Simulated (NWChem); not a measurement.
System: C₂H₇NSi; SMILES C/C=N\[SiH3]

The following NWChem deck was run.

```
start job
memory heap 200 mb stack 900 mb global 1100 mb
geometry units angstroms noautoz
  C      0.664391     1.903845     0.244062
  C     -0.581447     1.177670    -0.204599
  N     -0.778808    -0.066729    -0.347400
  Si     0.231870    -1.467366    -0.109790
  H      1.490117     1.223815     0.467675
  H      0.982269     2.610031    -0.534602
  H      0.442277     2.503893     1.136627
  H     -1.422794     1.852897    -0.433563
  H      0.297829    -2.185094    -1.408629
  H      1.635910    -1.238448     0.358377
  H     -0.445223    -2.331117     0.891183
end
basis spherical
  * library def2-tzvp
end
dft
  xc pbe0
  iterations 150
  semidirect filesize 400000000
  mulliken
end
task dft energy
```

The geometry was optimised at B3LYP/6-31G* (spherical d).

Problem. Predict the main results of this run. (PBE0/def2-TZVP.) Quantities: energy (Ha); highest occupied level (eV); orbital gap (eV); dipole (D).

Solution. 
- energy (Ha) = -424.43
- highest occupied level (eV) = -6.92
- orbital gap (eV) = 6.24
- dipole (D) = 2.20
